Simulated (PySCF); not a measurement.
Compound: C₄H₅F₂O (doublet state).
Atom-mapped SMILES: `[CH2:1]/[CH:2]=[CH:3]\[O:4][CH:5]([F:6])[F:7]` (hydrogens: H8, H9 on C1; H10 on C2; H11 on C3; H12 on C5)

Geometry (GFN2-xTB, Å), atoms numbered from 1 in this order:
```xyz
12
C4H5F2O angstrom
C     -2.1991    0.0658    0.4342
C     -1.3379    0.7331   -0.3914
C      0.0270    0.5422   -0.4315
O      0.6338   -0.3607    0.4182
C      1.9314   -0.6318    0.1890
F      2.4688   -1.1349    1.3071
F      2.0766   -1.5929   -0.7633
H     -3.2541    0.2617    0.4134
H     -1.8340   -0.6763    1.1194
H     -1.7236    1.4732   -1.0784
H      0.6765    1.0820   -1.1042
H      2.5357    0.2379   -0.1385
```

The hyperfine couplings belong to this conformer and change with its torsions.

Computed with UKS B3LYP, pcH-1 on C F H O, non-relativistic, mean-field spin-orbit, GIAO in PySCF. The structure is a single GFN2-xTB conformer in the gas phase; no vibrational or solvent corrections. A GFN2-xTB geometry isn't a minimum of the functional, and hyperfine couplings can be far from their values at a DFT geometry. Stability of the SCF solution: not tested. ⟨S²⟩ is 0.775 where a pure state has 0.75.

(1) The isotropic 13C couplings are +61.6, +52.6, -47.5, -1.1 MHz. Assign them to C1; C2; C3; C5.

Results:

(1) 
```tsv
site	a_iso (MHz)	ρ(0) (bohr⁻³)	position	distance from C1 (Å)	spin population	largest |T| (MHz)
C1	+52.6	+0.0468	largest spin population	0.00	+0.66	98.2
C2	-47.5	-0.0423	1 bond from C1	1.37	-0.26	28.6
C3	+61.6	+0.0548	a main spin site	2.44	+0.62	106.7
C5	-1.1	-0.0010	2 bonds from C3	4.20	0.00	1.7
```

ρ(0) is the spin density at the nucleus and T the dipolar tensor; entries for several nuclei are means. Largest spin populations (Mulliken): C1 (+0.66), C3 (+0.62) and C2 (-0.26). The positive populations add up to 1.35 and the negative ones to -0.35, together 2S = 1. The angles at C1 add up to 360.0°, so it is planar; its axial dipolar tensor and the negative couplings of its protons fit spin in a p orbital normal to that plane. Main spin sites, with 60 % or more of the largest population: C1, C3; positions count bonds from the nearest.

β density exceeds α density at some nuclei, such as C2 (-0.0423), H11 (-0.0099) and H8 (-0.0091), spin density in bohr⁻³. In a single determinant that takes different orbitals for the two spins, that is spin polarisation.

Class means assume fast exchange of nuclei equivalent by connectivity; if that motion is slow, each nucleus keeps its own coupling. H8 and H9 aren't averaged: C1 is flat or nearly so (angle sum 360°), and its turn about the short C1–C2 bond (1.37 Å) is taken as slow. The 19F value of +5.3 MHz is a mean of couplings from -0.2 to 10.8 MHz in this one geometry, not an average over conformers.

The run took 40 s wall (with the writing of density and orbital grids) on one thread, Arm Neoverse V1 (aarch64), shared host, and the process peaked at 0.86 GiB of memory.
